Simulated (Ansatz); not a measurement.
Cost and result for the atomization energy of F2GaHSe, SMILES `[F][Ga]([F])[SeH]` (5 atoms, 4 bonds).

The species carries charge 0 and has multiplicity 1. Correlated methods include outer-core shells of Ga, Se, which these sets cover unevenly. Scalar relativity is left out up to krypton. The structure was optimised at the PBE0-D4/def2-TZVP level. It is one conformer, not always the lowest. Program: Ansatz. Hardware: A = 2 threads of an AMD EPYC 7R13 on a shared host; B = 2 threads of an AMD EPYC 7R13 on a shared host and a share of an NVIDIA H100 80 GB. Times are those of one run each, without the atoms' runs, and a repeat can differ threefold. Electronic energies, without spin–orbit coupling; frozen cores. CCSD(T)/CBS adds CCSD(T) − MP2 in def2-TZVPP to the MP2 limit, and its time is that of the two runs behind it. T1 = 0.013. With those shells the extrapolation isn't a true limit.

CCSD(T)/CBS is a level of theory with its own doubt, some kJ/mol a heavy atom from the limit and from the frozen cores, so smaller differences don't rank the functionals.

```
                              level  functions  wall time
           revPBE-D4/def2-TZVPP [A]        172        2 s
             BLYP-D4/def2-TZVPP [A]        172      2.1 s
PBE-D4/def2-TZVPP (with forces) [A]        172      2.5 s
            BHLYP-D4/def2-TZVPP [A]        172      4.1 s
        CAM-B3LYP-D4/def2-TZVPP [A]        172      4.2 s
              B2PLYP/def2-TZVPP [A]        172        6 s
          r2SCANh-D4/def2-TZVPP [A]        172        6 s
             CCSD(T)/def2-TZVPP [B]        172        6 s
              B97M-V/def2-TZVPP [A]        172        8 s
             ωB97X-V/def2-TZVPP [A]        172        9 s
               CCSD(T)/def2-SVP [A]         97        9 s
             CCSD(T)/def2-QZVPP [B]        322       12 s
                  CCSD(T)/CBS(def2)          –       18 s
```

(1) What atomization energy does each give, and how far from CCSD(T)/CBS? (Best estimate.)

Results:

(1) Computed: 
| level | atomization (kcal/mol) | difference from CCSD(T)/CBS | per bond |
| --- | --- | --- | --- |
| revPBE-D4/def2-TZVPP [A] | 362.2 | -12.0 | -3.0 |
| BLYP-D4/def2-TZVPP [A] | 365.7 | -8.5 | -2.1 |
| PBE-D4/def2-TZVPP (with forces) [A] | 377.0 | 2.8 | 0.7 |
| BHLYP-D4/def2-TZVPP [A] | 345.8 | -28.4 | -7.1 |
| CAM-B3LYP-D4/def2-TZVPP [A] | 367.2 | -7.0 | -1.8 |
| B2PLYP/def2-TZVPP [A] | 364.6 | -9.6 | -2.4 |
| r2SCANh-D4/def2-TZVPP [A] | 368.2 | -6.0 | -1.5 |
| CCSD(T)/def2-TZVPP [B] | 364.7 | -9.5 | -2.4 |
| B97M-V/def2-TZVPP [A] | 368.8 | -5.4 | -1.3 |
| ωB97X-V/def2-TZVPP [A] | 372.0 | -2.2 | -0.6 |
| CCSD(T)/def2-SVP [A] | 346.8 | -27.4 | -6.9 |
| CCSD(T)/def2-QZVPP [B] | 372.5 | -1.7 | -0.4 |
| CCSD(T)/CBS(def2) | 374.2 | 0.0 | 0.0 |

From r2SCAN to r2SCAN0 (25 % exact exchange), in def2-TZVPP and without D4, the atomization energy moves by −13.6 kcal/mol: exact exchange takes away binding that semilocal exchange gives to molecules. In def2-TZVPP, CCSD(T) changes the Hartree–Fock value by +111.3 kcal/mol (the triples alone add +8.5 kcal/mol) and MP2 by +129.0 kcal/mol; breaking electron pairs costs correlation energy, which Hartree–Fock lacks. At CCSD(T), def2-SVP lies −27.4 kcal/mol from the extrapolated value and def2-TZVPP −9.5 kcal/mol: correlation converges slowly with the basis, and small sets miss more of it in the bonded molecule than in its fragments.
